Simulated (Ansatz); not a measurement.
Consider the ligand exchange at the Si–C bond: `[SiH3]C(S)=[Se]` + `NC([SiH3])S` → `NC([SiH3])S[SiH3]` + `SC=[Se]`.

Program: Ansatz. Geometries: PBE0-D4/def2-TZVP. ΔE: electronic, gas phase. CCSD(T)/CBS adds triple-zeta CCSD(T) − MP2 to the extrapolated MP2 energy (def2 sets, frozen cores). DFT in def2-TZVPP. B3LYP here is the variant with VWN-RPA as its local correlation; programs differ in this. For Se outer-core shells are correlated without core-valence functions, which leaves a few kJ/mol of doubt a bond. Scalar relativity is left out up to krypton. Each species was taken in one conformer, which may not be the lowest.

| level | ΔE (kJ/mol) | difference from CCSD(T)/CBS |
| --- | --- | --- |
| PBE-D4 | -63.3 | -7.9 |
| r2SCAN-D4 | -64.6 | -9.2 |
| PBE0-D4 | -63.0 | -7.6 |
| B3LYP-D4 | -61.3 | -5.9 |
| ωB97X-V | -59.7 | -4.3 |
| ωB97M-V | -58.7 | -3.3 |
| B2PLYP | -59.1 | -3.7 |
| r2SCAN | -64.2 | -8.8 |
| HF/def2-TZVPP | -62.8 | -7.4 |
| SCS-MP2/def2-TZVPP | -54.6 | 0.8 |
| CCSD(T)/def2-TZVPP | -55.5 | -0.1 |
| MP2/def2-QZVPP | -54.8 | 0.6 |
| SCS-MP2/def2-QZVPP | -54.4 | 1.0 |
| HF/CBS(def2) | -61.7 | -6.3 |
| MP2/CBS(def2) | -55.1 | 0.3 |
| CCSD/CBS(def2) | -55.6 | -0.2 |
| CCSD(T)/CBS | -55.4 | 0 |

Largest T1 diagnostic among the species: 0.017.

In def2-TZVPP, CCSD(T) changes the Hartree–Fock value by +7.2 kJ/mol (the triples alone add +0.2 kJ/mol) and MP2 by +7.5 kJ/mol.

CCSD(T)/CBS has its own doubt, a few kJ/mol and more with outer-core shells, so smaller differences from it don't rank the levels.
